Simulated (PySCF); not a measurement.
**Working out the excitation energy of Te**

Te [Kr] 4d10 5s2 5p4 (3P) → Te [Kr] 4d10 5s1 5p4 6s1 (5P). All numbers are calculated (PySCF 2.14, scalar relativity through the core potential, in aug-cc-pVTZ-PP with ECP28MDF (6s5p4d2f, 55 functions)). Frozen: 4s2 4p6 4d10. Energies in hartree (1 hartree = 27.21139 eV):

```json
{"part": "UHF", "Te (lower)": "-267.006367", "Te (upper)": "-266.493637"}
{"part": "MP2 opposite-spin", "Te (lower)": "-0.066851", "Te (upper)": "-0.056663"}
{"part": "MP2 same-spin", "Te (lower)": "-0.019554", "Te (upper)": "-0.024471"}
```

**Question.** What does Hartree-Fock give?

**Answer.** (-266.493637) − (-267.006367) = 0.512730 hartree = 13.952 eV.

**Question.** What do MP2 and SCS-MP2 (6/5 opposite-spin, 1/3 same-spin) give?

**Answer.** The opposite-spin parts differ by 0.277 eV and the same-spin parts by -0.134 eV. MP2: 13.952 + (0.277) + (-0.134) = 14.095 eV. SCS-MP2: 13.952 + 1.2 × (0.277) + (-0.134)/3 = 14.240 eV.

The upper state lies above the first ionisation limit, where it may autoionise and the basis confines it. A Rydberg-like electron needs more diffuse functions than a valence basis has.
